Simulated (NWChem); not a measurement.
System: CH4BeO; SMILES [BeH][O]C

Here is an NWChem input.

```
start job
memory heap 200 mb stack 900 mb global 1100 mb
geometry units angstroms noautosym nocenter noautoz
  Be    -0.014412     1.631730    -0.002761
  H     -0.019091     2.965772    -0.003670
  O     -0.009836     0.235887    -0.002563
  C     -0.005733    -1.137699    -0.001052
  H      0.887160    -1.533954     0.514320
  H     -0.896328    -1.539314     0.514162
  H     -0.004444    -1.538372    -1.030300
end
basis spherical
  * library def2-svpd
end
dft
  xc pbe0
  iterations 150
end
property
  response 1 0.0
end
task dft property
```

Excerpt of the output:

```
             Northwest Computational Chemistry Package (NWChem) 7.3.0
             --------------------------------------------------------

                             Geometry "geometry" -> ""
                             -------------------------

 Output coordinates in angstroms (scale by  1.889725989 to convert to a.u.)

  No.       Tag          Charge          X              Y              Z
 ---- ---------------- ---------- -------------- -------------- --------------
    1 Be                   4.0000    -0.01441200     1.63173000    -0.00276100
    2 H                    1.0000    -0.01909100     2.96577200    -0.00367000
    3 O                    8.0000    -0.00983600     0.23588700    -0.00256300
    4 C                    6.0000    -0.00573300    -1.13769900    -0.00105200
    5 H                    1.0000     0.88716000    -1.53395400     0.51432000
    6 H                    1.0000    -0.89632800    -1.53931400     0.51416200
    7 H                    1.0000    -0.00444400    -1.53837200    -1.03030000

 Effective nuclear repulsion energy (a.u.)      57.0781463330

                              NWChem Property Module
                              ----------------------

                                 NWChem DFT Module
                                 -----------------

 Summary of "ao basis" -> "ao basis" (spherical)
 ------------------------------------------------------------------------------
       Tag                 Description            Shells   Functions and Types
 ---------------- ------------------------------  ------  ---------------------
 Be                        def2-svpd                 6       12   3s3p
 H                         def2-svpd                 4        8   2s2p
 O                         def2-svpd                 9       23   4s3p2d
 C                         def2-svpd                 8       20   4s2p2d

            General Information
            -------------------
          SCF calculation type: DFT
          Wavefunction type:  closed shell.
          No. of atoms     :     7
          No. of electrons :    22
           Alpha electrons :    11
            Beta electrons :    11
          Charge           :     0
          Spin multiplicity:     1
          Use of symmetry is: off; symmetry adaption is: off
          Maximum number of iterations: 150
          AO basis - number of functions:    87
                     number of shells:    39
          Convergence on energy requested:  1.00D-06
          Convergence on density requested:  1.00D-05
          Convergence on gradient requested:  5.00D-04

              XC Information
              --------------
                         PBE0 Method XC Functional
                     Hartree-Fock (Exact) Exchange  0.250
          PerdewBurkeErnzerhof Exchange Functional  0.750
            Perdew 1991 LDA Correlation Functional  1.000 local
           PerdewBurkeErnz. Correlation Functional  1.000 non-local

             Grid Information
             ----------------
          Grid used for XC integration:  medium
          Radial quadrature: Mura-Knowles
          Angular quadrature: Lebedev.
          Tag              B.-S. Rad. Rad. Pts. Rad. Cut. Ang. Pts.
          ---              ---------- --------- --------- ---------
          Be                  1.05       49          11.0       434
          H                   0.35       45          12.0       434
          O                   0.60       49          10.0       434
          C                   0.70       49          12.0       434
          Grid pruning is: on
          Number of quadrature shells:   327
          Spatial weights used:  Erf1

      Superposition of Atomic Density Guess
      -------------------------------------

 Sum of atomic energies:        -128.87018062

      Non-variational initial energy
      ------------------------------

 Total energy =    -130.020829
 1-e energy   =    -286.638869
 2-e energy   =      99.539894
 HOMO         =      -0.402409
 LUMO         =       0.016315

   convergence    iter        energy       DeltaE   RMS-Dens  Diis-err
 ---------------- ----- ----------------- --------- --------- ---------
 d= 0,ls=0.0,diis     1   -130.1875195915 -1.87D+02  1.40D-02  5.69D-01
 d= 0,ls=0.0,diis     2   -130.1022043900  8.53D-02  6.57D-03  1.61D+00
 d= 0,ls=0.0,diis     3   -130.2587416067 -1.57D-01  1.33D-03  1.26D-02
 d= 0,ls=0.0,diis     4   -130.2597049418 -9.63D-04  4.96D-04  3.57D-03
 d= 0,ls=0.0,diis     5   -130.2601419579 -4.37D-04  8.71D-05  4.24D-05
  Resetting Diis
 d= 0,ls=0.0,diis     6   -130.2601486554 -6.70D-06  1.70D-05  2.24D-07
 d= 0,ls=0.0,diis     7   -130.2601486998 -4.44D-08  1.70D-06  4.27D-09

         Total DFT energy =     -130.260148699847
      One electron energy =     -289.447278516177
           Coulomb energy =      120.316733188799
    Exchange-Corr. energy =      -18.207749705453
 Nuclear repulsion energy =       57.078146332984

 Numeric. integr. density =       21.999998325662

                       DFT Final Molecular Orbital Analysis
                       ------------------------------------

 Vector    9  Occ=2.000000D+00  E=-3.285336D-01
              MO Center= -1.8D-02,  2.7D+00, -3.5D-03, r^2= 1.1D+00
   Bfn.  Coefficient  Atom+Function         Bfn.  Coefficient  Atom+Function
  ----- ------------  ---------------      ----- ------------  ---------------
    13      0.425513  2 H  s                  5     -0.343721  1 Be py
    24      0.278789  3 O  s                  2      0.271937  1 Be s
     8      0.176990  1 Be py                 1     -0.163038  1 Be s
    14      0.102173  2 H  s                 47     -0.085827  4 C  s
    19      0.046034  2 H  py                23      0.044176  3 O  s

 Vector   10  Occ=2.000000D+00  E=-3.129812D-01
              MO Center=  1.6D-02, -2.3D-01, -9.8D-02, r^2= 1.8D+00
   Bfn.  Coefficient  Atom+Function         Bfn.  Coefficient  Atom+Function
  ----- ------------  ---------------      ----- ------------  ---------------
    27      0.511626  3 O  pz                30      0.378226  3 O  pz
    80      0.256497  7 H  s                 50     -0.227754  4 C  pz
    64     -0.155617  5 H  s                  6     -0.145954  1 Be pz
    53     -0.126872  4 C  pz                72     -0.100920  6 H  s
    25      0.062943  3 O  px                28      0.046531  3 O  px

 Vector   11  Occ=2.000000D+00  E=-3.129803D-01
              MO Center= -3.3D-02, -2.3D-01,  9.4D-02, r^2= 1.8D+00
   Bfn.  Coefficient  Atom+Function         Bfn.  Coefficient  Atom+Function
  ----- ------------  ---------------      ----- ------------  ---------------
    25      0.511629  3 O  px                28      0.378231  3 O  px
    72      0.237932  6 H  s                 48     -0.227750  4 C  px
    64     -0.206345  5 H  s                  4     -0.145963  1 Be px
    51     -0.126909  4 C  px                27     -0.062943  3 O  pz
    30     -0.046532  3 O  pz                59      0.034722  4 C  d -2

 Vector   12  Occ=0.000000D+00  E= 7.416622D-03
              MO Center= -2.1D-02,  1.8D+00,  1.9D-02, r^2= 8.3D+00
   Bfn.  Coefficient  Atom+Function         Bfn.  Coefficient  Atom+Function
  ----- ------------  ---------------      ----- ------------  ---------------
    10      0.749882  1 Be px                 4     -0.341141  1 Be px
    25     -0.165497  3 O  px                28     -0.158211  3 O  px
    31     -0.112897  3 O  px                12     -0.109530  1 Be pz
    18      0.099103  2 H  px                 7      0.083658  1 Be px
    73      0.071400  6 H  s                 77      0.068560  6 H  px

 Vector   13  Occ=0.000000D+00  E= 7.419304D-03
              MO Center= -6.9D-03,  1.8D+00, -1.5D-02, r^2= 8.3D+00
   Bfn.  Coefficient  Atom+Function         Bfn.  Coefficient  Atom+Function
  ----- ------------  ---------------      ----- ------------  ---------------
    12      0.749915  1 Be pz                 6     -0.341136  1 Be pz
    27     -0.165508  3 O  pz                30     -0.158221  3 O  pz
    33     -0.112861  3 O  pz                10      0.109539  1 Be px
    20      0.099118  2 H  pz                 9      0.083611  1 Be pz
    81      0.074058  7 H  s                 87      0.073145  7 H  pz

 Vector   14  Occ=0.000000D+00  E= 1.479275D-02
              MO Center= -1.2D-02,  2.2D-01, -1.2D-02, r^2= 9.0D+00
   Bfn.  Coefficient  Atom+Function         Bfn.  Coefficient  Atom+Function
  ----- ------------  ---------------      ----- ------------  ---------------
    24      2.908577  3 O  s                  3     -2.521545  1 Be s
    46     -1.269721  4 C  s                  2     -1.105288  1 Be s
    32      0.735990  3 O  py                 8      0.660994  1 Be py
    47     -0.662591  4 C  s                 11      0.559365  1 Be py
    14      0.512238  2 H  s                 65      0.498903  5 H  s

     Multipole analysis of the density
     ---------------------------------

     L   x y z        total         alpha         beta         nuclear
     -   - - -        -----         -----         ----         -------
     0   0 0 0     -0.000000    -11.000000    -11.000000     22.000000

     1   1 0 0      0.002117      0.193279      0.193279     -0.384440
     1   0 1 0     -0.628395     -0.259352     -0.259352     -0.109691
     1   0 0 1      0.001086      0.041501      0.041501     -0.081916

     2   2 0 0    -13.497972     -9.592701     -9.592701      5.687430
     2   1 1 0      0.023549      0.198199      0.198199     -0.372849
     2   1 0 1     -0.000025     -0.000855     -0.000855      0.001686
     2   0 2 0    -16.994769    -70.538130    -70.538130    124.081490
     2   0 1 1      0.005102      0.041790      0.041790     -0.078478
     2   0 0 2    -13.497859     -9.588834     -9.588834      5.679809

 *** CALLING NEW AORESP DRIVER FOR CLOSED AND OPEN SHELLS ***
 Entering AOResponse driver routine

--------------------------------------------------------------------------------

          -----------------------------------------------
          Solving response equations for perturbing field
          -----------------------------------------------

 number of frequencies:     1
 frequency in a.u.:  0.0000000E+00
 Perturbing field: electric
 Using El. Dipole Length Gauge

 Setting up CPKS with frequency omega =      0.00000000 a.u.

 STATIC response

                                NWChem CPHF Module
                                ------------------

  scftype          =     RHF
  nclosed          =       11
  nopen            =        0
  variables        =      836
  # of vectors     =        3
  tolerance        = 0.10D-03
  level shift      = 0.00D+00
  max iterations   =       50
  max subspace     =       30

 SCF residual:    8.3974497948265526E-005

Iterative solution of linear equations
  No. of variables      836
  No. of equations        3
  Maximum subspace       30
        Iterations       50
       Convergence  1.0D-04

   iter   nsub   residual    time
   ----  ------  --------  ---------
     1      3    9.92D-01       9.9
     2      6    5.49D-01      12.5
     3      9    4.37D-01      15.0
     4     12    5.50D-02      17.5
     5     15    1.28D-02      20.4
     6     18    8.84D-04      23.6
     7     21    1.06D-04      26.3
     8     24    2.17D-05      29.0

 Electric Dipole Response Matrix (nonzero elements):

              1        2        3
    1   30.4610  -0.0450  -0.0000
    2   -0.0450  44.6341  -0.0076
    3   -0.0000  -0.0076  30.4610

 ------------------------------------------
 average:        35.18539 + I       0.00000

 DFT Linear Response polarizability / au
 Frequency  =       0.0000000 / au
              X              Y              Z
 -----------------------------------------------
 X      30.4610349     -0.0449790     -0.0000416
 Y      -0.0449788     44.6340895     -0.0076216
 Z      -0.0000416     -0.0076207     30.4610455
 -----------------------------------------------
 Eigenvalues =      30.4608673     44.6342364     30.4610663
 Isotropic   =      35.1853900
 Anisotropic =      14.1732696
 -----------------------------------------------

 Magnetic Dipole Response Matrix (nonzero elements):

 Exiting AOResponse driver routine
```

Level: PBE0/def2-SVPD. All runs use the structure optimised with PBE0/def2-SVP.
